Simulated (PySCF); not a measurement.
A structure optimised at B3LYP-D3(BJ)/def2-SVP, used in a PySCF frequency run:

```
Ge
F 1 1.7371
F 1 1.7371 2 103.58
Se 1 2.3429 2 113.07 3 112.44
H 4 1.4769 1 90.67 2 76.93
Se 1 2.3429 2 104.44 3 -118.59
H 6 1.4769 1 90.67 2 -171.16
```
Charge 0, spin multiplicity 1.

Task: Write its SMILES, formula and point group.

Result: [F][Ge]([F])([SeH])[SeH], F2GeH2Se2, C2

Task: What are its rotational constants (standard atomic weights)?

Result: 1.8792, 0.71041, 0.60451 GHz
